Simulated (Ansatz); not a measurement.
## Abstraction of Cl: C2H9ClSi2 + CHBr2 → C2H9Si2 + CHBr2Cl

Species: C2H9ClSi2 `C[SiH2][SiH](C)Cl`, singlet; CHBr2 `Br[CH]Br`, doublet; C2H9Si2 `C[SiH][SiH2]C`, doublet; CHBr2Cl (chlorodibromomethane) `ClC(Br)Br`, singlet. A radical takes Cl: the energy is the difference in strength between the Si–Cl bond broken and the C–Cl bond made.

Shapes, held fixed at every level: PBE0-D4/def2-TZVP. Flexible molecules stand in one conformer, not always the lowest. Programs: Ansatz 0.2.0. Electronic energies: no zero-point or thermal term.

```json
{"level": "HF/def2-TZVPP", "kind": "Hartree–Fock", "ΔE (kJ/mol)": "+180.1", "less CCSD(T)/def2-TZVPP": "+36.2"}
{"level": "PBE-D4/def2-TZVPP", "kind": "GGA", "ΔE (kJ/mol)": "+133.4", "less CCSD(T)/def2-TZVPP": "-10.5"}
{"level": "r2SCAN-D4/def2-TZVPP", "kind": "meta-GGA", "ΔE (kJ/mol)": "+151.2", "less CCSD(T)/def2-TZVPP": "+7.3"}
{"level": "PBE0-D4/def2-TZVPP", "kind": "global hybrid", "ΔE (kJ/mol)": "+143.6", "less CCSD(T)/def2-TZVPP": "-0.3"}
{"level": "wB97M-V/def2-TZVPP", "kind": "range-separated hybrid", "ΔE (kJ/mol)": "+150.3", "less CCSD(T)/def2-TZVPP": "+6.4"}
{"level": "B2PLYP/def2-TZVPP", "kind": "double hybrid", "ΔE (kJ/mol)": "+148.7", "less CCSD(T)/def2-TZVPP": "+4.8"}
{"level": "CCSD/def2-TZVPP", "kind": "coupled cluster or CI", "ΔE (kJ/mol)": "+149.5", "less CCSD(T)/def2-TZVPP": "+5.6"}
{"level": "CCSD(T)/def2-TZVPP", "kind": "coupled cluster or CI", "ΔE (kJ/mol)": "+143.9", "less CCSD(T)/def2-TZVPP": "0.0"}
```

The highest level, CCSD(T)/def2-TZVPP, gives ΔE = +143.9 kJ/mol; the levels span +133.4 to +180.1. The column of differences is taken from that level and isn't an error. No measured value is set beside it here. Open shells run unrestricted. Relativity is left out for Br. Outer-core shells of Br are correlated, in sets that cover them unevenly.
